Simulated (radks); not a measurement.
Valence configurations of the carbon ion C2+ (all share [He]). All-electron calculation, scalar-relativistic Kohn-Sham, r2SCAN, spin-polarised, spherical densities, finite nucleus; open shells are filled with parallel spins first; meta-GGA in the generalised Kohn-Sham scheme; Fermi nuclear charge, rms radius 2.4702 fm. Program: a radial shooting solver on a logarithmic mesh with Libxc functionals. Energies are relative to 2s2; eigenvalues in eV for spin up.

valence      E (eV)  moment (Bohr magnetons)    e(2p)    e(2s)
2s2           0.000                        0        -  -40.686
2s1.5 2p0.5   3.926                        1  -32.370  -42.076
2s1 2p1       5.778                        2  -33.127  -42.823
2s0.5 2p1.5  10.593                        2  -33.035  -42.595
2p2          15.333                        2  -32.903        -

NIST lists [He] 2s2 as the ground configuration; this level of theory agrees among the configurations tried. The energies are those of spherical high-spin densities, not of single terms.
